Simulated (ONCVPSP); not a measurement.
## aluminium (Al), ONCV: configuration errors across variants

```json
{"Element": "aluminium", "Generator": "ONCVPSP 4.0.1", "Type": "optimised norm-conserving Vanderbilt (ONCV)", "Functional": "LDA (Perdew-Wang 92)", "Relativity": "scalar-relativistic", "Frozen core": "[Ne]", "Valence charge": "3", "Reference configuration": "3s2 3p1", "Partial waves": "3s: rc 2.15 bohr, ncon 4, nbas 7, qcut 3.1 1/bohr, 2 projectors, debl 1.1 Ha; 3p: rc 2.90 bohr, ncon 3, nbas 6, qcut 2.9 1/bohr, 1 projector; d scattering state at 0.45 Ha: rc 2.85 bohr, ncon 4, nbas 7, qcut 3.6 1/bohr, 3 projectors, debl 3.3 Ha", "Local potential": "polynomial inside 1.75 bohr (lpopt 5, dvloc0 3 Ha)", "Core correction": "Teter function, fcfact 4.75, rcfact 1.6"}
```

All-electron excitation energies from the reference (eV): (1) 3s2 3p0 5.841; (2) 3s1 3p0 25.211; (3) 3s2 3p0.5 2.122; (4) 3s0 3p3 10.505.

Errors AE − PS in meV (a dash: test not solved or not reliable):

| change | (1) | (2) | (3) | (4) | bound ghosts | GHOST(+) flags above zero |
| --- | --- | --- | --- | --- | --- | --- |
| base | -6.1 | -88 | -1.0 | -23 | none | p |
| s: qcut 2; p: qcut 1.9; d: qcut 2.3 | -3.0 | -79 | -0.7 | -56 | none | p, d |
| s: qcut 2.3; p: qcut 2.1; d: qcut 2.7 | -4.0 | -82 | -0.8 | -46 | none | p, d |
| s: qcut 2.5; p: qcut 2.4; d: qcut 3 | -5.1 | -87 | -0.9 | -37 | none | p |
| s: qcut 3; p: qcut 2.8; d: qcut 3.5 | -6.0 | -88 | -1.0 | -25 | none | p |
| s: qcut 3.5; p: qcut 3.2; d: qcut 4 | -6.3 | -87 | -1.0 | -19 | none | p |
| s: qcut 3.7; p: qcut 3.4; d: qcut 4.2 | -6.3 | -86 | -1.0 | -17 | none | p |
| s: qcut 4; p: qcut 3.7; d: qcut 4.6 | -6.2 | -84 | -1.0 | -16 | none | p |
| s: qcut 4.3; p: qcut 4; d: qcut 4.9 | -6.0 | -82 | -1.0 | -15 | none | p |
| s: qcut 4.5; p: qcut 4.2; d: qcut 5.2 | -5.9 | -81 | -0.9 | -15 | none | p |

(1) Give the same row for: s: qcut 2.9; p: qcut 2.7; d: qcut 3.4.

Results:

(1) -5.9, -88, -0.9, -27; bound ghosts: none; GHOST(+) flags above zero: p.
